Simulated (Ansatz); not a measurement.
`B[SiH](B)F` + NH₃ → `B[SiH](N)F` + BH₃  (cleavage of the Si–B bond)

Program: Ansatz. Geometries: PBE0-D4/def2-TZVP. ΔE: electronic, gas phase. CCSD(T)/CBS adds triple-zeta CCSD(T) − MP2 to the extrapolated MP2 energy (def2 sets, frozen cores). This one scheme is used for every species. Functionals use def2-TZVPP. B3LYP here is the variant with VWN-RPA as its local correlation; programs differ in this. HSE06 is defined as in plane-wave codes. Each species was taken in one conformer, which may not be the lowest.

```
             level  ΔE (kJ/mol)  difference from CCSD(T)/CBS
       LDA (SPW92)        -62.8                         18.7
            PBE-D4        -60.4                         21.1
         revPBE-D4        -62.6                         18.9
           BLYP-D4        -74.6                          6.9
         r2SCAN-D4        -72.5                          9.0
            B97M-V        -68.2                         13.3
          B3LYP-D4        -80.1                          1.4
        r2SCANh-D4        -74.8                          6.7
        r2SCAN0-D4        -78.0                          3.5
          HSE06-D4        -68.7                         12.8
          BHLYP-D4        -89.4                         -7.9
      CAM-B3LYP-D4        -87.0                         -5.5
           ωB97X-V        -81.5                          0.0
           ωB97M-V        -84.8                         -3.3
            B2PLYP        -85.0                         -3.5
          PBE-QIDH        -81.2                          0.3
               PBE        -59.7                         21.8
            revPBE        -58.0                         23.5
              BLYP        -72.6                          8.9
            r2SCAN        -72.4                          9.1
              PBE0        -68.5                         13.0
             B3LYP        -79.0                          2.5
           r2SCANh        -74.6                          6.9
           r2SCAN0        -77.9                          3.6
             BHLYP        -89.2                         -7.7
           LC-ωPBE        -79.2                          2.3
RPA@PBE/def2-TZVPP        -82.1                         -0.6
       HF/def2-SVP        -95.2                        -13.7
      MP2/def2-SVP        -88.5                         -7.0
     CCSD/def2-SVP        -80.1                          1.4
  CCSD(T)/def2-SVP        -78.3                          3.2
     HF/def2-TZVPP        -99.4                        -17.9
    MP2/def2-TZVPP        -91.5                        -10.0
SCS-MP2/def2-TZVPP        -92.7                        -11.2
   CCSD/def2-TZVPP        -83.5                         -2.0
    MP2/def2-QZVPP        -91.8                        -10.3
SCS-MP2/def2-QZVPP        -92.9                        -11.4
      HF/CBS(def2)       -100.3                        -18.8
     MP2/CBS(def2)        -91.5                        -10.0
    CCSD/CBS(def2)        -83.5                         -2.0
       CCSD(T)/CBS        -81.5                            0
```

Largest T1 diagnostic among the species: 0.013.

Leaving LDA and LC-ωPBE aside and taking each functional with its dispersion term where it has one, the values spread over 29.0 kJ/mol, from BHLYP-D4 to PBE-D4. LDA lies −3.2 kJ/mol from PBE without D4. From PBE to PBE0 (25 % exact exchange), in def2-TZVPP and without D4, ΔE moves by −8.8 kJ/mol. In def2-TZVPP, CCSD(T) changes the Hartree–Fock value by +17.9 kJ/mol (the triples alone add +2.0 kJ/mol) and MP2 by +7.9 kJ/mol.
